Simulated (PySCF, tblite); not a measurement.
C4H11SSi2 (doublet state).
SMILES with atom numbers: `[SiH3:1][C@@H:2]1[CH:3][CH2:4][S:5][CH2:6][SiH2:7]1` (hydrogens: H8, H9, H10 on Si1; H11 on C2; H12 on C3; H13, H14 on C4; H15, H16 on C6; H17, H18 on Si7)

Jobs on this species (18 atoms, 79 electrons) with PySCF (density fitting) and tblite. Hardware of each: one thread, AMD EPYC (x86_64), shared host. The host was shared with other jobs, so the times are rough.

| level and settings | work | basis functions | SCF cycles | wall time |
| --- | --- | --- | --- | --- |
| UKS B3LYP, pcH-1 on C H S Si, non-relativistic, mean-field spin-orbit, GIAO | unrestricted SCF, g, hyperfine, density and orbital grids written | 315 | ? | ? |
| GFN2-xTB | L-BFGS relaxation | – | – | 1.6 s |
| GFN2-xTB | Hessian by finite differences | – | – | 1.5 s |

Q: Fill in the missing figures.

A: 
- UKS B3LYP, pcH-1 on C H S Si, non-relativistic, mean-field spin-orbit, GIAO; unrestricted SCF, g, hyperfine, density and orbital grids written: 2.7 min, 12 SCF cycles

Q: What do all jobs in the table cost together?

A: About 2.8 min; the longest takes about 98 % of that, and about 110 times as long as the shortest.
